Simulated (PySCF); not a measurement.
## Broadened absorption spectrum of C4H6F4O

Compound: C4H6F4O.
SMILES with atom numbers: `[F:1][CH2:2][C@H:3]([F:4])[CH2:5][O:6][CH:7]([F:8])[F:9]` (hydrogens: H10, H11 on C2; H12 on C3; H13, H14 on C5; H15 on C7)

Cartesian coordinates in Å at the GFN2-xTB level; atoms count from 1:
```
atom  x, y, z in Å
F1    -1.6020    0.6055   -1.8462
C2    -1.9972   -0.1748   -0.7947
C3    -0.7619   -0.6753   -0.0413
F4    -1.2003   -1.5450    0.9285
C5     0.0022    0.4861    0.6108
O6     1.3482    0.1781    0.9249
C7     2.2368    0.2617   -0.0851
F8     2.2637   -0.8704   -0.8427
F9     3.4618    0.3811    0.4357
H10   -2.5676   -1.0167   -1.1973
H11   -2.6295    0.4395   -0.1460
H12   -0.1124   -1.2509   -0.7119
H13   -0.4650    0.7252    1.5690
H14   -0.0392    1.3591   -0.0532
H15    2.0579    1.1048   -0.7837
```

The calculation used TDDFT B3LYP/def2-SVPD, vertical, gas phase, core orbitals frozen in the response in PySCF 2.14.0, density-fitted response routines.

Broadening: Gaussians 0.3 eV wide at half height, area fixed by f = 4.319×10⁻⁹ ∫ε dν̃. The cross-section is σ = 3.8235×10⁻²¹ ε cm², given in Mb (10⁻¹⁸ cm²). The width is an assumption, not a result. The curve ends short of the highest state used, and states not computed would add to its high-energy end.

(E (eV), σ (Mb)): (7.77, 0.01), (7.82, 0.03), (7.86, 0.07), (7.91, 0.21), (7.95, 0.43), (7.99, 0.81), (8.04, 1.56), (8.08, 2.40), (8.13, 3.63), (8.17, 4.62), (8.22, 5.66), (8.26, 6.20), (8.31, 6.42), (8.35, 6.26), (8.40, 5.71), (8.44, 5.12), (8.49, 4.42), (8.53, 4.10), (8.57, 4.23), (8.62, 5.27), (8.66, 6.92), (8.71, 9.79), (8.75, 12.27), (8.80, 14.66)

**Question.** Where are the band maxima, and which computed states make them?

**Answer.** 149 nm (8.31 eV), ε about 1700, made up of S1 (50%) and S2 (48%) (ε in L mol⁻¹ cm⁻¹; maxima over ε = 5, shares over 10%). At its high-energy end, 8.80 eV, the curve is still rising (ε about 3800, from S4 and S5). The states used: S1 8.22 eV (f 0.012); S2 8.39 eV (f 0.011); S3 8.58 eV (f 0.0034); S4 8.83 eV (f 0.033); S5 8.88 eV (f 0.012); S6 9.23 eV (f 0.025); S7 9.25 eV (f 0.0046); S8 9.40 eV (f 0.011).

**Question.** What would ε be at 8.31 eV, the highest of these maxima, with half the width (0.15 eV)?

**Answer.** About 1740 L mol⁻¹ cm⁻¹ against 1680, a factor of about 1.0; a lone state at its own centre would give exactly 2.

**Question.** Coming from long wavelengths, where does ε first pass 100 L mol⁻¹ cm⁻¹?

**Answer.** At about 156 nm (7.94 eV), 0.28 eV below S1.

One conformer stands for the species.

Without π bonds the low states are Rydberg-like; a valence basis with one diffuse set may place them up to an eV too high.
